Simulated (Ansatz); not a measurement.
This Ansatz (a first-principles code) input (PBE/6-31G**) gives -399.19231 Eh with 29 basis functions. A basis named .json is the Basis Set Exchange file of that set (core-valence sets with the plain set on hydrogen).

Ansatz 0.2 input:
```yaml
crystal:
  periodic: [false, false, false]
  atoms:
    - {symbol: S, position_ang: [-1.87386511, 2.63310897, -1.47859402]}
    - {symbol: H, position_ang: [-0.72463011, 1.97204286, -1.68805493]}
    - {symbol: H, position_ang: [-1.29059094, 3.50015215, -0.63543362]}
basis:
  gaussian:
    orbitals: 6-31G__.json
hamiltonian:
  xc: {name: PBE}
magnetization: {spin_polarized: false}
```

Change:
```diff
- orbitals: 6-31G__.json
+ orbitals: def2-TZVPD
```

What does the run give now?

-399.22829 Eh (PBE/def2-TZVPD, 64 functions), a change of -35.98 mEh.
